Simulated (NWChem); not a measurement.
System: ethylmethylamine (C3H9N); SMILES CCNC

NWChem printed, in part:

```
             Northwest Computational Chemistry Package (NWChem) 7.3.0
             --------------------------------------------------------

 C1  symmetry detected

                             Geometry "geometry" -> ""
                             -------------------------

 Output coordinates in angstroms (scale by  1.889725989 to convert to a.u.)

  No.       Tag          Charge          X              Y              Z
 ---- ---------------- ---------- -------------- -------------- --------------
    1 C                    6.0000     0.16101984     1.90104393    -0.02200526
    2 C                    6.0000    -0.50142289     0.52559742     0.01610885
    3 N                    7.0000     0.49219549    -0.54019381    -0.08423278
    4 C                    6.0000    -0.08844848    -1.87450225    -0.00525394
    5 H                    1.0000     0.75530027     2.01597110    -0.93434536
    6 H                    1.0000    -0.58988188     2.69813834     0.01047045
    7 H                    1.0000     0.83022211     2.04149834     0.83691546
    8 H                    1.0000    -1.12979819     0.43909098     0.92579578
    9 H                    1.0000    -1.18505088     0.42238441    -0.83781413
   10 H                    1.0000     1.17193274    -0.42634462     0.66643794
   11 H                    1.0000     0.70951572    -2.62453468    -0.02104777
   12 H                    1.0000    -0.72329147    -2.04698430    -0.88301082
   13 H                    1.0000    -0.71120767    -2.05069751     0.89312997

 Effective nuclear repulsion energy (a.u.)     132.7325998824

                                 NWChem DFT Module
                                 -----------------

 Summary of "ao basis" -> "ao basis" (spherical)
 ------------------------------------------------------------------------------
       Tag                 Description            Shells   Functions and Types
 ---------------- ------------------------------  ------  ---------------------
 C                          def2-svp                 6       14   3s2p1d
 N                          def2-svp                 6       14   3s2p1d
 H                          def2-svp                 3        5   2s1p

            General Information
            -------------------
          SCF calculation type: DFT
          Wavefunction type:  closed shell.
          No. of atoms     :    13
          No. of electrons :    34
           Alpha electrons :    17
            Beta electrons :    17
          Charge           :     0
          Spin multiplicity:     1
          Use of symmetry is: off; symmetry adaption is: off
          Maximum number of iterations: 150
          AO basis - number of functions:   101
                     number of shells:    51
          Convergence on energy requested:  1.00D-06
          Convergence on density requested:  1.00D-05
          Convergence on gradient requested:  5.00D-04

              XC Information
              --------------
                         SCAN Method XC Functional
                  SCAN metaGGA Exchange Functional  1.000
                        SCAN Correlation Potential  1.000

             Grid Information
             ----------------
          Grid used for XC integration:  xcoarse
          Radial quadrature: Mura-Knowles
          Angular quadrature: Lebedev.
          Tag              B.-S. Rad. Rad. Pts. Rad. Cut. Ang. Pts.
          ---              ---------- --------- --------- ---------
          C                   0.70       21          11.0       194
          N                   0.65       21           9.0       194
          H                   0.35       21          12.0       194
          Grid pruning is: on
          Number of quadrature shells:   273
          Spatial weights used:  Erf1

      Superposition of Atomic Density Guess
      -------------------------------------

 Sum of atomic energies:        -171.61212425

      Non-variational initial energy
      ------------------------------

 Total energy =    -174.383954
 1-e energy   =    -491.815969
 2-e energy   =     184.699414
 HOMO         =      -0.284044
 LUMO         =       0.096760

     ---------------------------------------------
      Total Density - Mulliken Population Analysis
     ---------------------------------------------

    Atom       Charge   Shell Charges
 -----------   ------   -------------------------------------------------------
    1 C    6     6.27   1.99  0.96  0.18  2.07  1.05  0.02
    2 C    6     6.00   1.99  0.95  0.19  1.90  0.93  0.05
    3 N    7     7.56   1.99  1.04  0.51  2.44  1.56  0.02
    4 C    6     6.05   1.99  0.94  0.19  1.96  0.94  0.04
    5 H    1     0.90   0.68  0.20  0.03
    6 H    1     0.89   0.67  0.20  0.03
    7 H    1     0.90   0.67  0.20  0.03
    8 H    1     0.94   0.70  0.22  0.02
    9 H    1     0.93   0.70  0.21  0.02
   10 H    1     0.78   0.62  0.12  0.04
   11 H    1     0.91   0.68  0.20  0.02
   12 H    1     0.92   0.69  0.21  0.02
   13 H    1     0.93   0.69  0.22  0.02

   convergence    iter        energy       DeltaE   RMS-Dens  Diis-err
 ---------------- ----- ----------------- --------- --------- ---------
 d= 0,ls=0.0,diis     1   -174.2222539766 -3.07D+02  6.68D-03  3.01D-01
 d= 0,ls=0.0,diis     2   -174.2459409804 -2.37D-02  3.73D-03  1.12D-01
 d= 0,ls=0.0,diis     3   -174.2526771214 -6.74D-03  1.51D-03  5.47D-02
 d= 0,ls=0.0,diis     4   -174.2585343751 -5.86D-03  2.70D-04  7.52D-04
 d= 0,ls=0.0,diis     5   -174.2586138800 -7.95D-05  7.03D-05  7.79D-05
  Resetting Diis
 d= 0,ls=0.0,diis     6   -174.2586235760 -9.70D-06  1.62D-05  2.91D-06
 d= 0,ls=0.0,diis     7   -174.2586239371 -3.61D-07  5.67D-06  1.14D-07

         Total DFT energy =     -174.258623937132
      One electron energy =     -496.333397818521
           Coulomb energy =      215.781324922154
    Exchange-Corr. energy =      -26.439150923193
 Nuclear repulsion energy =      132.732599882429

 Numeric. integr. density =       33.998407267087

                       DFT Final Molecular Orbital Analysis
                       ------------------------------------

 Vector   15  Occ=2.000000D+00  E=-3.178891D-01
              MO Center= -4.1D-02,  3.2D-01, -1.9D-02, r^2= 3.7D+00
   Bfn.  Coefficient  Atom+Function         Bfn.  Coefficient  Atom+Function
  ----- ------------  ---------------      ----- ------------  ---------------
     5      0.330730   1 C  py               19     -0.325231   2 C  py
    47     -0.248914   4 C  py               33     -0.224548   3 N  py
    87      0.196796  11 H  s                 8      0.151610   1 C  py
    62      0.147781   6 H  s                77      0.145960   9 H  s
    22     -0.126443   2 C  py               36      0.113992   3 N  py

 Vector   16  Occ=2.000000D+00  E=-3.100749D-01
              MO Center= -1.2D-01,  6.8D-01,  4.3D-03, r^2= 3.4D+00
   Bfn.  Coefficient  Atom+Function         Bfn.  Coefficient  Atom+Function
  ----- ------------  ---------------      ----- ------------  ---------------
    20     -0.271850   2 C  pz               77      0.264802   9 H  s
     6      0.251599   1 C  pz               67      0.240760   7 H  s
    57     -0.179826   5 H  s                72     -0.172083   8 H  s
    32     -0.144966   3 N  px               78      0.137581   9 H  s
    87     -0.128926  11 H  s                68      0.127051   7 H  s

 Vector   17  Occ=2.000000D+00  E=-1.885895D-01
              MO Center=  2.8D-01, -5.6D-01, -8.2D-02, r^2= 1.8D+00
   Bfn.  Coefficient  Atom+Function         Bfn.  Coefficient  Atom+Function
  ----- ------------  ---------------      ----- ------------  ---------------
    34      0.468420   3 N  pz               37     -0.364796   3 N  pz
    31      0.248904   3 N  s                32     -0.239102   3 N  px
    35      0.208774   3 N  px               72      0.185341   8 H  s
    97      0.182308  13 H  s                73      0.177080   8 H  s
    98      0.172281  13 H  s                30      0.154311   3 N  s

 Vector   18  Occ=0.000000D+00  E= 6.266686D-02
              MO Center=  9.7D-03, -1.5D-01,  5.4D-01, r^2= 6.1D+00
   Bfn.  Coefficient  Atom+Function         Bfn.  Coefficient  Atom+Function
  ----- ------------  ---------------      ----- ------------  ---------------
    17      0.970438   2 C  s                45      0.825028   4 C  s
    73     -0.761435   8 H  s                31      0.741676   3 N  s
    83     -0.715591  10 H  s                 3      0.711400   1 C  s
    98     -0.554149  13 H  s                78     -0.538164   9 H  s
    68     -0.515470   7 H  s                21     -0.439851   2 C  px

[...]

                         DFT ENERGY GRADIENTS

    atom               coordinates                        gradient
                 x          y          z           x          y          z
   1 C       0.304283   3.592452  -0.041584    0.003367   0.006967  -0.000542
   2 C      -0.947552   0.993235   0.030441   -0.008657  -0.002532   0.001894
   3 N       0.930115  -1.020818  -0.159177    0.004281   0.000642  -0.004207
   4 C      -0.167143  -3.542296  -0.009929   -0.003996  -0.007782   0.001319
   5 H       1.427311   3.809633  -1.765657   -0.001905   0.000215   0.002953
   6 H      -1.114715   5.098742   0.019786    0.002019  -0.002360  -0.000292
   7 H       1.568892   3.857872   1.581541   -0.001733  -0.000125  -0.002525
   8 H      -2.135009   0.829762   1.749500    0.002243   0.000392  -0.003213
   9 H      -2.239421   0.798191  -1.583239    0.002303   0.000548   0.003047
  10 H       2.214632  -0.805675   1.259385    0.000372   0.000372   0.001601
  11 H       1.340790  -4.959651  -0.039775   -0.002407   0.002276   0.000001
  12 H      -1.366823  -3.868239  -1.668649    0.002269   0.000831   0.002946
  13 H      -1.343988  -3.875256   1.687771    0.001844   0.000555  -0.002981
```

Level: SCAN/def2-SVP. The geometry was optimised at B3LYP/6-31G* (spherical d).

Task: Reconstruct the input file.

Result: Several could match; the one computed here: the input that was run:
```
start job
memory heap 200 mb stack 900 mb global 1100 mb
geometry units angstroms noautoz
  C      0.162950     1.900368    -0.025560
  C     -0.499108     0.524868     0.017044
  N      0.494016    -0.540861    -0.088707
  C     -0.086008    -1.875197    -0.005739
  H      0.751825     2.014971    -0.941439
  H     -0.587833     2.697397     0.011008
  H      0.837193     2.041257     0.829338
  H     -1.122096     0.438681     0.930459
  H     -1.187751     0.421221    -0.832787
  H      1.178158    -0.426622     0.657892
  H      0.711930    -2.625152    -0.025923
  H     -0.726000    -2.048118    -0.879662
  H     -0.703437    -2.051077     0.896378
end
basis spherical
  * library def2-svp
end
dft
  xc scan
  grid xcoarse
  iterations 150
  mulliken
end
task dft gradient
```
